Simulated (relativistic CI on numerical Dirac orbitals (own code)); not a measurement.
## Electric-dipole transitions in Dy56+

Calculated at this level of theory: Dirac-Coulomb-Breit CI, separate exchange-only KLI orbitals for each configuration, QED by a radiative potential, unscaled Slater integrals (own radial code, finite nucleus).

Configurations in the expansion (outside the closed core 1s2): 2s2 2p6, 2s2 2p5 3s, 2s2 2p5 3p, 2s2 2p5 3d, 2s 2p6 3s, 2s 2p6 3p, 2s 2p6 3d, 2s2 2p5 4s, 2s2 2p5 4p, 2s2 2p5 4d, 2s2 2p5 4f, 2s2 2p4 3s2, 2s 2p6 4s, 2s 2p6 4p, 2s2 2p4 3s 3p, 2s2 2p5 5s, 2s 2p6 4d, 2s 2p6 4f, 2s2 2p5 5p, 2s2 2p5 5d, 2s2 2p4 3s 3d, 2s2 2p5 5f, 2s2 2p5 5g, 2s2 2p4 3p2, 2s2 2p4 3p 3d, 2s 2p5 3s2, 2s2 2p4 3d2, 2s 2p5 3s 3p, 2s 2p5 3s 3d, 2s 2p5 3p2, 2s 2p6 5s, 2s 2p6 5p, 2s 2p5 3p 3d, 2s 2p6 5d, 2s 2p6 5f, 2s 2p6 5g. Levels of other configurations are missing.

```csv
λ vac (Å),Lower,Upper,A (s⁻¹),E lower (eV),E upper (eV)
1.5794,2s2 2p6 1S_0 [1],2s2 2p5 3d 3D°_1 [27],1.28e+15,0.0,7849.9
1.7461,2s2 2p6 1S_0 [1],2s2 2p5 3d 1P°_1 [17],1.70e+15,0.0,7100.4
4.7692,2s2 2p5 3p 3D_2 [5],2s2 2p5 4d 3F°_3 [48],5.97e+13,6643.8,9243.5
5.1640,2s2 2p5 3p 3D_3 [6],2s2 2p5 4d 3F°_4 [50],7.46e+13,6863.5,9264.4
5.4202,2s2 2p5 3d 3F°_2 [26],2s2 2p5 4f 3G_3 [72],1.44e+14,7833.4,10120.9
5.4281,2s2 2p5 3d 3F°_3 [12],2s2 2p5 4f 3G_4 [55],1.43e+14,7011.9,9296.1
5.4371,2s2 2p5 3d 3D°_2 [13],2s2 2p5 4f 3F_3 [57],1.13e+14,7018.4,9298.7
5.5194,2s2 2p5 3d 3F°_4 [14],2s2 2p5 4f 3G_5 [58],1.51e+14,7059.5,9305.9
5.5241,2s2 2p5 3d 3P°_2 [30],2s2 2p5 4f 3D_3 [75],1.44e+14,7886.8,10131.2
5.5276,2s 2p6 3d 3D_3 [36],2s 2p6 4f 3F°_4 [120],1.51e+14,8293.1,10536.1
5.5287,2s2 2p5 3d 1D°_2 [15],2s2 2p5 4f 1F_3 [60],1.24e+14,7065.4,9308.0
5.5322,2s2 2p5 3d 3F°_3 [31],2s2 2p5 4f 3G_4 [74],1.50e+14,7890.0,10131.2
5.5485,2s2 2p5 3d 3D°_3 [16],2s2 2p5 4f 3F_4 [61],1.33e+14,7074.3,9308.9
5.6184,2s2 2p5 3d 1P°_1 [17],2s2 2p5 4f 1D_2 [59],1.21e+14,7100.4,9307.2
12.278,2s2 2p5 4f 3G_4 [55],2s2 2p5 5g 3H°_5 [103],4.40e+13,9296.1,10305.9
12.301,2s2 2p5 4f 3F_3 [57],2s2 2p5 5g 3G°_4 [105],3.89e+13,9298.7,10306.7
12.360,2s2 2p5 4f 3G_5 [58],2s2 2p5 5g 3H°_6 [107],4.50e+13,9305.9,10309.0
12.371,2s2 2p5 4f 3G_4 [74],2s2 2p5 5g 3H°_5 [138],4.50e+13,10131.2,11133.4
12.380,2s2 2p5 4f 1F_3 [60],2s2 2p5 5g 1G°_4 [108],4.00e+13,9308.0,10309.5
12.387,2s2 2p5 4f 3F_4 [61],2s2 2p5 5g 3G°_5 [109],4.18e+13,9308.9,10309.7
```

Terms are leading LS components. Brackets give the number of a level in order of energy, since labels repeat. The list gives strong lines, with weight on those to low levels, without lines whose two gauges differ by over a factor of 2.5, among the lowest 157 of 838 levels, so that lines to higher ones, which can be the strongest, are missing. Levels whose partners in the same complex of configurations lie outside the list can be far off, and so can their lines. Rates are taken at the computed energies, electric ones in the length gauge.

At this charge energies of transitions that change n are usually good to better than 1 %, and those within a shell (Δn = 0) to a few per cent.

Q: From the table, what is the radiative lifetime of 2s2 2p5 3d 3D°_1?

A: The listed rates from this level add up to about 1.28e+15 s⁻¹, 100 % of its decay; with all channels τ = 7.80e-16 s.

LS names give the leading component of a level, which can be under half, so a name can repeat, a term be missing and a line seem to break the LS rules.
